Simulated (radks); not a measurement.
Values are calculated unless marked as measured or tabulated.
Species: Pb49+. Configuration: [Ar] 3d10 4s1.75 4p3 4f0.25 (fractional occupations, a model configuration).

Level of theory: Dirac Kohn-Sham, XLYP, spin-unpolarised, spherical densities, point nucleus; open shells fill j = l - 1/2 first (a radial shooting solver on a logarithmic mesh with Libxc functionals).

Energy parts (hartree):
part                       energy
total                 -19183.3645
kinetic                22615.2197
electron-nucleus      -45156.7115
Hartree                 3649.0227
exchange-correlation    -290.8955

Orbitals (lengths in bohr, moments of r in powers of bohr; r(max) is where P^2 peaks; r(90%) holds 90 % of the orbital's charge):
| orbital | occ. | eigenvalue (hartree) | <1/r> | r(90%) | r(max) |
|---|---|---|---|---|---|
| 1s1/2 | 2 | -3329.301 | 101.5 | 0.0294 | 0.009834 |
| 2s1/2 | 2 | -672.4398 | 25.12 | 0.105 | 0.05731 |
| 2p1/2 | 2 | -649.7852 | 25.04 | 0.0916 | 0.04194 |
| 2p3/2 | 4 | -569.0385 | 20.00 | 0.103 | 0.04964 |
| 3s1/2 | 2 | -228.9863 | 9.366 | 0.252 | 0.1601 |
| 3p1/2 | 2 | -219.0412 | 9.269 | 0.243 | 0.1490 |
| 3p3/2 | 4 | -200.3354 | 7.954 | 0.264 | 0.1641 |
| 3d3/2 | 4 | -184.4725 | 7.838 | 0.237 | 0.1270 |
| 3d5/2 | 6 | -180.4362 | 7.545 | 0.243 | 0.1311 |
| 4s1/2 | 1.75 | -110.0255 | 4.525 | 0.484 | 0.3387 |
| 4p1/2 | 2 | -105.6965 | 4.452 | 0.482 | 0.3331 |
| 4p3/2 | 1 | -99.43286 | 4.000 | 0.512 | 0.3566 |
| 4d3/2 | 0 | -92.73353 | 3.888 | 0.502 | 0.3381 |
| 4d5/2 | 0 | -91.38055 | 3.788 | 0.510 | 0.3445 |
| 4f5/2 | 0.25 | -83.83834 | 3.591 | 0.468 | 0.2789 |
| 4f7/2 | 0 | -83.42443 | 3.555 | 0.471 | 0.2814 |
| 5s1/2 | 0 | -64.80728 | 2.622 | 0.805 | 0.5996 |

The highest occupied level is 4f5/2 at -2281.4 eV. The configuration is held as typed, so some empty levels lie below it. Summed over all electrons, <r^2> = 1.257 bohr^2, which gives a Langevin (diamagnetic) susceptibility term of -0.996 x 10^-6 cm^3/mol.
